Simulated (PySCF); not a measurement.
H2Sb, SMILES [SbH2] (connectivity only; charge and spin as stated), charge +1, multiplicity 1. Atoms are numbered in the order given.

```xyz
3

Sb     0.0000     0.0000     0.0456
H      0.0000    -1.2142    -1.1640
H      0.0000     1.2142    -1.1640
```
Charge +1, spin multiplicity 1.

The structure is a stationary point at B3LYP-D3(BJ)/def2-TZVPD. The multiplicity is an assumed one; other spin states were not compared. The isomer is the one that the SMILES or the coordinates give; other isomers of the formula were not compared. The def2 effective core potentials stand for the cores of Sb; spin–orbit coupling is left out.

Level of theory: r2SCAN/def2-TZVPD in PySCF.

Symmetry labels are those of the subgroup C2v that the program uses (full group C2v).

### Question
List the valence orbital energies around the gap with their symmetry. (The exact figures need the calculation; the answer reports its results.)

### Answer

```
orbital  symmetry  energy (eV)
-------  --------  -----------
HOMO−7         A1       -42.41
HOMO−6         A2       -42.27
HOMO−5         B1       -42.19
HOMO−4         B2       -41.83
HOMO−3         A1       -41.75
HOMO−2         A1       -21.97
HOMO−1         B2       -15.53
HOMO           A1       -14.25
LUMO           B1       -11.84
LUMO+1         B2        -7.01
LUMO+2         A1        -5.80
LUMO+3         A1        -3.28
```
